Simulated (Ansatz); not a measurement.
Species: VF2 (charge 0, quartet). The spin state was set by rule; other spins were not relaxed. 
Coordinates optimised at B3LYP-D3(BJ)/def2-TZVP (Ansatz, an electronic-structure program):
SMILES: [F][V][F]
```xyz
3

V      0.0000     0.0000     0.0000
F      0.0000     0.0000     1.7795
F      0.0000     0.0000    -1.7795
```
Charge 0, spin multiplicity 4.

Computed values are from Ansatz. Correlated levels leave the core frozen unless marked. Open shells are spin-unrestricted. No spin-orbit coupling. Frozen are the shells of the preceding noble gas and the d and f shells that filled before the atom's block. No relativistic terms. CBS marks a two-point X^-3 extrapolation of the correlation energy; Hartree-Fock from the larger set. [CCSD(T)-MP2]/basis is that difference in the basis named.

```json
{
 "atomisation energy De": "1143.9 kJ/mol at RI-MP2/CBS(def2-TZVPPD,def2-QZVPPD)+[CCSD(T)-MP2]/def2-TZVPPD",
 "total_energy": "-1142.7454 Eh at RI-MP2/CBS(def2-TZVPPD,def2-QZVPPD)+[CCSD(T)-MP2]/def2-TZVPPD",
 "dipole_moment": "0.00 D at CCSD(T)/def2-SVPD",
 "T1 diagnostic": "0.026 at CCSD/def2-TZVPPD"
}
```
